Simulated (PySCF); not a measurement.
One of the candidates below gave these computed data.

All candidates are C6H9F.

- Dipole: 1.66 D [PBE0/def2-SVPD]
- 13C NMR: chemical shifts (computed TMS as zero) by class: 145.7 (1 C), 140.9 (1 C), 140.6 (1 C), 123.4 (1 C), 88.0 (1 C), 40.8 (1 C) ppm [GIAO PBE0/pcSseg-1]
- UV, first state: lowest singlet excitation: 5.73 eV (216 nm, f = 0.844) [TDDFT PBE0/def2-SVPD]
- 1H NMR: chemical shifts (computed TMS as zero) by class: 6.65 (1 H), 6.38 (1 H), 6.33 (1 H), 5.46 (1 H), 5.37 (1 H), 4.79 (2 H), 2.42 (2 H) ppm [GIAO PBE0/pcSseg-1]
- Triplet: lowest triplet excitation (Tamm–Dancoff): 3.17 eV [TDA PBE0/def2-SVPD]
- Rotational structure: rotational constants A, B, C: 9.155, 0.930, 0.886 GHz [GFN2-xTB]

The electronic properties come from PySCF, for the isolated species, density fitting. Levels stand in brackets. The structure is a single GFN2-xTB conformer in the gas phase; no vibrational or solvent corrections. Each NMR value is the plain mean over a class of atoms that symmetry, rotation or inversion makes alike.

Problem. Which candidate is it?
A. `FCC1CC=CC1`
B. `C=C/C=C/CCF`
C. `FC[C@@H]1C=CCC1`

Solution. B. It is `C=C/C=C/CCF`. Numbering: `[CH2:1]=[CH:2]/[CH:3]=[CH:4]/[CH2:5][CH2:6][F:7]`. Its formula, C6H9F, gives 2 degrees of unsaturation: 0 rings and 2 π bonds in the structure found. 6 carbons fall into 6 classes; from least to most shielded: alkene CH carbon [C2] (145.7 ppm), alkene CH carbon [C4] (140.9 ppm), alkene CH carbon [C3] (140.6 ppm), terminal =CH2 carbon [C1] (123.4 ppm), sp3 C–F carbon [C6] (88.0 ppm), allylic carbon [C5] (40.8 ppm). Hydrogen classes from least to most shielded: 1 H on an alkene CH carbon, C2 (6.65 ppm), 1 H on an alkene CH carbon, C4 (6.38 ppm), 1 H on an alkene CH carbon, C3 (6.33 ppm), 1 H on a terminal =CH2 carbon, C1 (5.46 ppm), 1 H on a terminal =CH2 carbon, C1 (5.37 ppm), 2 H on an sp3 C–F carbon, C6 (4.79 ppm), 2 H on an allylic carbon, C5 (2.42 ppm, a mean of values up to 1.0 ppm apart in this geometry). S1 is mainly HOMO→LUMO (weight 0.97); the largest Löwdin shares of the orbital it empties are 0.25 on the terminal =CH2 carbon, 0.23 on an alkene CH carbon, 0.18 on an alkene CH carbon and 0.17 on an alkene CH carbon, of the orbital it fills 0.25 on the terminal =CH2 carbon, 0.23 on an alkene CH carbon, 0.16 on an alkene CH carbon and 0.15 on an alkene CH carbon. The optimised geometry has point group C1 and is an asymmetric top.

The others, at the same levels:
- `FCC1CC=CC1` fails: it has 4 carbon classes against 6; its computed 13C shifts are 137.0 (2 C), 89.2 (1 C), 39.6 (1 C), 38.7 (2 C) ppm, 1H shifts are 5.86 (2 H), 4.33 (2 H), 2.72 (2 H), 2.62 (1 H), 2.21 (2 H) ppm and rotational constant A is 5.372 GHz (against 9.155 GHz).
- `FC[C@@H]1C=CCC1` fails: its computed 13C shifts are 140.7 (1 C), 138.5 (1 C), 91.1 (1 C), 52.0 (1 C), 36.4 (1 C), 25.2 (1 C) ppm, 1H shifts are 6.22 (1 H), 5.97 (1 H), 4.73 (1 H), 4.29 (1 H), 3.30 (1 H), 2.57 (1 H), 2.46 (1 H), 1.98 (1 H), 0.97 (1 H) ppm and rotational constant A is 6.169 GHz (against 9.155 GHz).

Each candidate is one conformer, not necessarily the lowest. Dipoles, sizes and rotational constants follow the conformer. The torsions of the flexible species, by atom-mapped SMILES:
- `[CH2:1]=[CH:2]/[CH:3]=[CH:4]/[CH2:5][CH2:6][F:7]`: C1–C2–C3–C4 179°, C3–C4–C5–C6 -121°, C4–C5–C6–F7 -66°

The conformers of `FCC1CC=CC1` and `FC[C@@H]1C=CCC1` aren't listed.
